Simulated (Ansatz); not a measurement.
Input and output for CH3BZn.

```yaml
crystal:
  periodic: [false, false, false]
  atoms:
    - {symbol: B, position_ang: [-0.446133, -0.413197, -0.289047]}
    - {symbol: C, position_ang: [0.041232, 0.707592, 0.396554]}
    - {symbol: Zn, position_ang: [1.380027, -1.683926, -0.764554]}
    - {symbol: H, position_ang: [-1.297271, -1.082069, -0.770249]}
    - {symbol: H, position_ang: [1.058226, 0.956636, 0.666430]}
    - {symbol: H, position_ang: [-0.693981, 1.451064, 0.714668]}
basis:
  gaussian: {orbitals: def2-TZVPD, fitting: {mean_field: cc-pVTZ-jkfit}}
hamiltonian: {xc: {name: wB97}}
output: {forces: true}
```

```sh
$ ansatz run in.yaml --threads 2 --pin off --events-out ev --progress --plain --max-ram 4352MiB
```

It prints (some lines left out):

```
Functional definition: wB97
Error: <dir> the basis set cc-pVTZ-JKFIT has no functions for Zn
```
